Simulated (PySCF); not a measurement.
Gas-phase reaction: GeF2 + 2 HF = GeH2F2 + 2 F

Method: PySCF energies plus ideal-gas RRHO corrections (1 bar). † marks an energy on the PBE0/def2-TZVP geometry and frequencies; other levels use their own. MP2 freezes the core. 6-31G* has spherical d functions here. Open shells (unrestricted): F (multiplicity 2); the rest are closed-shell singlets. Spin-orbit splitting is ignored; it lowers the true energy and changes the entropy of F. Ge: all electrons, no relativistic terms. GeH2F2: computed as isolated molecules; such fragments, hydroxides, amides, oligomers or adducts are transient or little studied in the gas. MP2 isn't extrapolated to the basis-set limit.

```tsv
level	ΔH°(298 K), kJ
HF/6-31G*	___
M06-2X/def2-TZVP†	634
MP2/def2-SVP†	608
PBE/def2-SVP	___
ωB97X-V/def2-TZVP†	625
```

Problem. Fill in the missing entries.

Solution. 
- HF/6-31G*, ΔH°(298 K), kJ: 306
- PBE/def2-SVP, ΔH°(298 K), kJ: 652
